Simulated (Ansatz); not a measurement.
An input meant for GeH3(NHtBu) (C4H13GeN) (charge 0, singlet).

```yaml
crystal:
  periodic: [false, false, false]
  atoms:
    - {symbol: Ge, position_ang: [2.244422, 3.117769, 3.751873]}
    - {symbol: H, position_ang: [1.402397, 3.592306, 6.988780]}
    - {symbol: H, position_ang: [5.502605, 2.258578, 3.499846]}
    - {symbol: H, position_ang: [1.780144, 6.021572, 2.031079]}
    - {symbol: N, position_ang: [-0.075992, 0.027362, 2.531983]}
    - {symbol: C, position_ang: [-0.521049, -0.793886, -0.565767]}
    - {symbol: C, position_ang: [2.465010, -0.814318, -2.123217]}
    - {symbol: C, position_ang: [-1.836414, -3.901474, -0.609830]}
    - {symbol: C, position_ang: [-2.616065, 1.347267, -2.141560]}
    - {symbol: H, position_ang: [-2.014164, -0.044752, 3.658913]}
    - {symbol: H, position_ang: [2.227267, -1.570292, -4.411685]}
    - {symbol: H, position_ang: [3.440643, 1.407948, -2.196536]}
    - {symbol: H, position_ang: [4.013563, -2.284960, -0.978978]}
    - {symbol: H, position_ang: [-0.349051, -5.457569, 0.499026]}
    - {symbol: H, position_ang: [-2.221465, -4.662131, -2.879190]}
    - {symbol: H, position_ang: [-3.965730, -3.942497, 0.554107]}
    - {symbol: H, position_ang: [-1.718723, 3.599725, -2.124948]}
    - {symbol: H, position_ang: [-4.773380, 1.395039, -1.031965]}
    - {symbol: H, position_ang: [-2.983996, 0.704313, -4.451975]}
basis:
  gaussian: {orbitals: 6-31G}
hamiltonian: {xc: {name: wB97}}
output: {forces: true}
```

```sh
$ ansatz run in.yaml --threads 4 --pin off --events-out ev --progress --plain --max-ram 4787MiB
```

It prints (some lines left out):

```
Functional definition: wB97
1315 factors; integrals over basis functions are off by at most 4.9e-4 eV
527 factors; integrals over basis functions are off by at most 4.3e-5 eV
mean field evaluation 1: about -62219.7861 eV, gradient 9.8e1 eV
mean field evaluation 2: about -61767.6439 eV, gradient 2.6e2 eV
mean field evaluation 4: about -62067.5768 eV, gradient 1.8e2 eV
mean field evaluation 8: about -62258.0908 eV, gradient 5.0e1 eV
mean field evaluation 16: about -62269.4012 eV, gradient 3.0e-1 eV
mean field evaluation 32: about -62269.5823 eV, gradient 6.6e-6 eV
mean field evaluation 64: about -62269.2856 eV, gradient 3.0e0 eV
mean field -62269.58225031 eV, -2288.3649398602 hartree, gradient 6.6e-6 eV, S^2 0.000000; 6 other end points of the search recorded, 0 dependent functions left out
reference -62269.58222790 eV, -2288.3649390365 hartree; 38, 38 occupied and 62, 62 virtual orbitals, 1315 factors
Total energy: -62269.58222790 eV, -2288.3649390365 hartree
Atom 0 at     2.244422     3.117769     3.751873 Å, force     0.737652     0.989768     0.743011 eV/Å
Atom 1 at     1.402397     3.592306     6.988780 Å, force     0.384161    -0.260852    -1.584715 eV/Å
Atom 2 at     5.502605     2.258578     3.499846 Å, force    -1.361251     0.283868     0.069704 eV/Å
Atom 3 at     1.780144     6.021572     2.031079 Å, force     0.135919    -1.222949     0.661584 eV/Å
Atom 4 at    -0.075992     0.027362     2.531983 Å, force    -2.975452     0.022941     1.492150 eV/Å
Atom 5 at    -0.521049    -0.793886    -0.565767 Å, force     0.040203    -0.223959    -0.314124 eV/Å
Atom 6 at     2.465010    -0.814318    -2.123217 Å, force     2.057963    -0.091981    -1.111726 eV/Å
Atom 7 at    -1.836414    -3.901474    -0.609830 Å, force    -0.966042    -1.910358     0.097152 eV/Å
Atom 8 at    -2.616065     1.347267    -2.141560 Å, force    -1.506064     1.398201    -0.952883 eV/Å
Atom 9 at    -2.014164    -0.044752     3.658913 Å, force     3.027158     0.094556    -1.749549 eV/Å
Atom 10 at     2.227267    -1.570292    -4.411685 Å, force     0.193067     0.789811     2.497243 eV/Å
Atom 11 at     3.440643     1.407948    -2.196536 Å, force    -1.011022    -2.125530     0.127978 eV/Å
Atom 12 at     4.013563    -2.284960    -0.978978 Å, force    -1.656150     1.499131    -1.153710 eV/Å
Atom 13 at    -0.349051    -5.457569     0.499026 Å, force    -1.601429     1.712176    -1.202063 eV/Å
Atom 14 at    -2.221465    -4.662131    -2.879190 Å, force     0.424794     0.828141     2.356181 eV/Å
Atom 15 at    -3.965730    -3.942497     0.554107 Å, force     2.300448     0.053693    -1.245021 eV/Å
Atom 16 at    -1.718723     3.599725    -2.124948 Å, force    -0.945610    -2.435865     0.000650 eV/Å
Atom 17 at    -4.773380     1.395039    -1.031965 Å, force     2.311157    -0.053698    -1.176008 eV/Å
Atom 18 at    -2.983996     0.704313    -4.451975 Å, force     0.410496     0.652907     2.444146 eV/Å
Dipole moment:    -0.002047    -0.104451     0.469996 e Å
```

In this input the geometry is stretched to more than twice its size. The calculation finished and met its thresholds. The result belongs to that input, not to the species as meant.

The 6-31G sets use Cartesian d functions.
